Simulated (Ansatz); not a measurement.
A made-up structure of ZnBNH4, singlet:

N1  (-1.208, 0.700, -0.330)
B2  (0.270, 0.546, 0.140)
Zn3  (1.387, -1.492, 0.314)
H4  (-1.873, -0.159, -0.628)
H5  (-1.726, 1.700, -0.406)
H6  (0.886, 1.707, 0.449)
H7  (2.263, -3.002, 0.460)
(Å)

It is relaxed with PBE-D4/def2-SVP and then PBE0-D4/def2-TZVP (Ansatz 0.2.0). Atoms count as bonded within 1.22 times the sum of their covalent radii (H–H: 0.88 Å). The end point is not checked to be a true minimum.

(1) Does its bonding change? (A judgement: the text doesn't fix the answer.)

Results:

(1) The calculation gives: No: no bond forms or breaks.

Where it ends: The first stage lowers the energy by 1.33 eV in 6 steps. It ends as ZnBNH₄ ([NH2][BH][ZnH]):
N1  (-1.078, 0.625, -0.294)
B2  (0.241, 0.488, 0.124)
Zn3  (1.238, -1.332, 0.281)
H4  (-1.672, -0.142, -0.561)
H5  (-1.541, 1.518, -0.362)
H6  (0.791, 1.524, 0.401)
H7  (2.021, -2.681, 0.411)
(Å)

Labels in which every atom is bracketed show which atoms are joined, not bond orders.

For scale, one of the runs: PBE0-D4/def2-TZVP relaxation, 134 basis functions, launched by `ansatz run in.yaml --threads 2 --pin off --events-out ev --progress --plain --max-ram 4352MiB`. The run took about 18 s on 2 CPU threads of an Arm Neoverse V1 (shared host).
